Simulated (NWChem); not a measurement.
System: SiNH$_{2}$F, singlet; SMILES N[Si]F

Input file for NWChem:

```
start job
memory heap 200 mb stack 900 mb global 1100 mb
geometry units angstroms noautoz
  Si    -0.643424     0.050619     0.000000
  F      0.430996     1.298357     0.000000
  N      0.490696    -1.233999     0.000000
  H      1.500971    -1.113414     0.000000
  H      0.213383    -2.210220     0.000000
end
basis spherical
  Si library def2-svp
  F library def2-svp
  N library def2-svp
  H library def2-svp
end
dft
  xc b3lyp
  iterations 150
  mulliken
end
task dft energy
```

NWChem printed, in part:

```
             Northwest Computational Chemistry Package (NWChem) 7.3.0
             --------------------------------------------------------

 CS  symmetry detected

                             Geometry "geometry" -> ""
                             -------------------------

 Output coordinates in angstroms (scale by  1.889725989 to convert to a.u.)

  No.       Tag          Charge          X              Y              Z
 ---- ---------------- ---------- -------------- -------------- --------------
    1 Si                  14.0000    -0.64312530     0.05075847     0.00000000
    2 F                    9.0000     0.45750847     1.27543547     0.00000000
    3 N                    7.0000     0.46350250    -1.25761705     0.00000000
    4 H                    1.0000     1.47610711    -1.15847962     0.00000000
    5 H                    1.0000     0.16555341    -2.22773884     0.00000000

 Effective nuclear repulsion energy (a.u.)     100.7822383802

      Symmetry information
      --------------------

 Group name             Cs
 Group number              2
 Group order               2
 No. of unique centers     5

                                 NWChem DFT Module
                                 -----------------

 Summary of "ao basis" -> "ao basis" (spherical)
 ------------------------------------------------------------------------------
       Tag                 Description            Shells   Functions and Types
 ---------------- ------------------------------  ------  ---------------------
 Si                         def2-svp                 8       18   4s3p1d
 F                          def2-svp                 6       14   3s2p1d
 N                          def2-svp                 6       14   3s2p1d
 H                          def2-svp                 3        5   2s1p

      Symmetry analysis of basis
      --------------------------

        a'         41
        a"         15

            General Information
            -------------------
          SCF calculation type: DFT
          Wavefunction type:  closed shell.
          No. of atoms     :     5
          No. of electrons :    32
           Alpha electrons :    16
            Beta electrons :    16
          Charge           :     0
          Spin multiplicity:     1
          Use of symmetry is: on ; symmetry adaption is: on
          Maximum number of iterations: 150
          AO basis - number of functions:    56
                     number of shells:    26
          Convergence on energy requested:  1.00D-06
          Convergence on density requested:  1.00D-05
          Convergence on gradient requested:  5.00D-04

              XC Information
              --------------
                         B3LYP Method XC Potential
                     Hartree-Fock (Exact) Exchange  0.200
                        Slater Exchange Functional  0.800 local
                    Becke 1988 Exchange Functional  0.720 non-local
              Lee-Yang-Parr Correlation Functional  0.810
                  VWN I RPA Correlation Functional  0.190 local

             Grid Information
             ----------------
          Grid used for XC integration:  medium
          Radial quadrature: Mura-Knowles
          Angular quadrature: Lebedev.
          Tag              B.-S. Rad. Rad. Pts. Rad. Cut. Ang. Pts.
          ---              ---------- --------- --------- ---------
          Si                  1.10       88           8.0       590
          F                   0.50       49          10.0       434
          N                   0.65       49           7.0       434
          H                   0.35       45           9.0       434
          Grid pruning is: on
          Number of quadrature shells:   276
          Spatial weights used:  Erf1

      Superposition of Atomic Density Guess
      -------------------------------------

 Sum of atomic energies:        -443.27379531

      Non-variational initial energy
      ------------------------------

 Total energy =    -443.944230
 1-e energy   =    -814.398330
 2-e energy   =     269.671862
 HOMO         =      -0.277217
 LUMO         =      -0.005822

      Symmetry analysis of molecular orbitals - initial
      -------------------------------------------------

  Numbering of irreducible representations:

     1 a'          2 a"

  Orbital symmetries:

     1 a'          2 a'          3 a'          4 a'          5 a'
     6 a'          7 a"          8 a'          9 a'         10 a'
    11 a'         12 a"         13 a'         14 a'         15 a"
    16 a'         17 a"         18 a'         19 a'         20 a'
    21 a'         22 a'         23 a'         24 a"         25 a'
    26 a'

     ---------------------------------------------
      Total Density - Mulliken Population Analysis
     ---------------------------------------------

    Atom       Charge   Shell Charges
 -----------   ------   -------------------------------------------------------
    1 Si  14    13.12   2.00  1.99  1.18  0.68  5.93  0.66  0.51  0.18
    2 F    9     9.62   1.99  1.15  0.78  3.53  2.16  0.00
    3 N    7     7.75   1.99  1.04  0.44  2.58  1.70  0.00
    4 H    1     0.76   0.58  0.13  0.04
    5 H    1     0.75   0.58  0.12  0.04

   convergence    iter        energy       DeltaE   RMS-Dens  Diis-err
 ---------------- ----- ----------------- --------- --------- ---------
 d= 0,ls=0.0,diis     1   -445.0921699304 -5.46D+02  1.97D-02  5.42D-01
 d= 0,ls=0.0,diis     2   -445.0304095360  6.18D-02  1.05D-02  1.33D+00
 d= 0,ls=0.0,diis     3   -445.1540066177 -1.24D-01  1.11D-03  8.87D-03
 d= 0,ls=0.0,diis     4   -445.1544816039 -4.75D-04  5.81D-04  2.06D-03
 d= 0,ls=0.0,diis     5   -445.1546689015 -1.87D-04  1.76D-04  3.47D-04
  Resetting Diis
 d= 0,ls=0.0,diis     6   -445.1547077470 -3.88D-05  1.75D-05  3.20D-07
 d= 0,ls=0.0,diis     7   -445.1547077873 -4.02D-08  5.31D-06  2.03D-08

         Total DFT energy =     -445.154707787262
      One electron energy =     -816.862269149241
           Coulomb energy =      310.008980349460
    Exchange-Corr. energy =      -39.083657367633
 Nuclear repulsion energy =      100.782238380151

 Numeric. integr. density =       32.000000303670

                  Occupations of the irreducible representations
                  ----------------------------------------------

                     irrep           alpha         beta
                     --------     --------     --------
                     a'               13.0         13.0
                     a"                3.0          3.0

                       DFT Final Molecular Orbital Analysis
                       ------------------------------------

 Vector   14  Occ=2.000000D+00  E=-3.954407D-01  Symmetry=a'
              MO Center=  3.4D-01,  9.6D-01,  1.9D-15, r^2= 1.4D+00
   Bfn.  Coefficient  Atom+Function         Bfn.  Coefficient  Atom+Function
  ----- ------------  ---------------      ----- ------------  ---------------
    23      0.533906  2 F  py                26     -0.368980  2 F  py
    22     -0.303762  2 F  px                25      0.216079  2 F  px
    37      0.165195  3 N  py                52      0.134263  5 H  s
     3     -0.115928  1 Si s                 35     -0.093074  3 N  s
     2     -0.075542  1 Si s                  4     -0.070010  1 Si s

 Vector   15  Occ=2.000000D+00  E=-2.941371D-01  Symmetry=a"
              MO Center=  3.5D-01, -1.0D+00,  9.3D-16, r^2= 1.3D+00
   Bfn.  Coefficient  Atom+Function         Bfn.  Coefficient  Atom+Function
  ----- ------------  ---------------      ----- ------------  ---------------
    38      0.540280  3 N  pz                41     -0.450429  3 N  pz
    24     -0.155578  2 F  pz                13     -0.142946  1 Si pz
    10     -0.132661  1 Si pz                27      0.120601  2 F  pz
     7      0.075419  1 Si pz                15      0.062650  1 Si d -1
    17      0.028537  1 Si d  1

 Vector   16  Occ=2.000000D+00  E=-2.521336D-01  Symmetry=a'
              MO Center= -9.4D-01,  5.0D-02, -7.7D-16, r^2= 2.2D+00
   Bfn.  Coefficient  Atom+Function         Bfn.  Coefficient  Atom+Function
  ----- ------------  ---------------      ----- ------------  ---------------
     3      0.480216  1 Si s                  4      0.460336  1 Si s
     2      0.292801  1 Si s                  8     -0.279534  1 Si px
    11     -0.246135  1 Si px                35     -0.233916  3 N  s
    22     -0.231295  2 F  px                25      0.177701  2 F  px
     5      0.152716  1 Si px                36     -0.147562  3 N  px

 Vector   17  Occ=0.000000D+00  E=-4.028855D-02  Symmetry=a"
              MO Center= -6.0D-01, -2.1D-02,  2.5D-15, r^2= 2.7D+00
   Bfn.  Coefficient  Atom+Function         Bfn.  Coefficient  Atom+Function
  ----- ------------  ---------------      ----- ------------  ---------------
    13      0.745194  1 Si pz                10      0.390183  1 Si pz
    41     -0.309316  3 N  pz                38      0.255823  3 N  pz
     7     -0.203222  1 Si pz                24      0.187448  2 F  pz
    27     -0.178520  2 F  pz                17      0.052841  1 Si d  1

 Vector   18  Occ=0.000000D+00  E= 2.999827D-02  Symmetry=a'
              MO Center= -4.1D-01, -4.3D-01, -1.6D-16, r^2= 4.5D+00
   Bfn.  Coefficient  Atom+Function         Bfn.  Coefficient  Atom+Function
  ----- ------------  ---------------      ----- ------------  ---------------
    35      1.005665  3 N  s                 12      0.886139  1 Si py
    48     -0.561517  4 H  s                 53     -0.392007  5 H  s
    21     -0.296534  2 F  s                  9      0.239334  1 Si py
    22     -0.163721  2 F  px                25      0.162853  2 F  px
    47     -0.160115  4 H  s                 34      0.144144  3 N  s

[...]
```

Level: B3LYP/def2-SVP. Low-valent species are run as closed-shell singlets; no triplet was tried in these runs. All runs use the structure optimised with PBE0/def2-SVP. B3LYP is NWChem's, with the RPA form of VWN correlation.
